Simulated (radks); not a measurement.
Q: The table gives one normalised radial function P(r) = r R(r) of Pm9+ in [Kr] 4d10 4f3 5s2 5p1 (r in bohr). Calculated with a radial shooting solver on a logarithmic mesh with Libxc functionals: scalar-relativistic Kohn-Sham, SCAN, spin-polarised, spherical densities, finite nucleus; open shells are filled with parallel spins first (spin-orbit coupling, left out, can overturn this in heavy ions); meta-GGA in the generalised Kohn-Sham scheme; Fermi nuclear charge, rms radius 4.962 fm.

| r | P |
|---|---|
| 0.0009424 | 0.0020 |
| 0.001417 | 0.0040 |
| 0.002131 | 0.0080 |
| 0.003205 | 0.0162 |
| 0.004819 | 0.0325 |
| 0.007247 | 0.0640 |
| 0.0109 | 0.1222 |
| 0.01639 | 0.2215 |
| 0.02465 | 0.3671 |
| 0.03706 | 0.5235 |
| 0.05574 | 0.5631 |
| 0.08382 | 0.2763 |
| 0.126 | -0.3824 |
| 0.1895 | -0.8489 |
| 0.285 | -0.2426 |
| 0.4286 | 1.0746 |
| 0.6446 | 1.4219 |
| 0.9694 | 0.6606 |
| 1.458 | 0.1128 |
| 2.192 | 0.0055 |
| 3.297 | 0.0000 |

Which n and l does it have? It may be an empty orbital.

A: n = 4, l = 1: the number of nodes gives n - l - 1 = 2, the rise at small r (about r^(l+1), flatter next to the nucleus through relativity) gives l, and the extent must fit the shell. The curve is that of 4p down; the table hardly tells the two spins apart. 4p down: eigenvalue -379.38 eV, 2 radial nodes at r = 0.101, 0.308 bohr, <r> = 0.622 bohr, 90 % of the charge inside 0.902 bohr.
